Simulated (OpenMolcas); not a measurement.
A run on Ni4+ among 2 point charges of -2 e arranged as a linear pair (D∞h), 2.3 Å from the ion.
```
   0.0000    0.0000    2.3000  -2.00
   0.0000    0.0000   -2.3000  -2.00
```

* Program: OpenMolcas 26.06
* Method: CASSCF
* Basis: ANO-RCC-VDZP [5s4p2d1f]
* Scalar Hamiltonian: DKH2, point nucleus
* Active space: 6 electrons in 5 orbitals (3d)
* State averaging: 2S+1 = 5 even, 5 roots; 2S+1 = 3 even, 45 roots; 2S+1 = 1 even, 50 roots
* Spin-orbit coupling: RASSI with atomic mean-field integrals over the reference wave functions

34 basis functions. Blocks (2S+1, parity, CSFs, roots kept): 5, even, 5, 5; 3, even, 45, 45; 1, even, 50, 50.

**Question.** How long do the RASSCF and RASSI steps take on 1 thread of Arm Neoverse V1, on a shared host?

**Answer.** About 24 s of wall time, without the integral step.
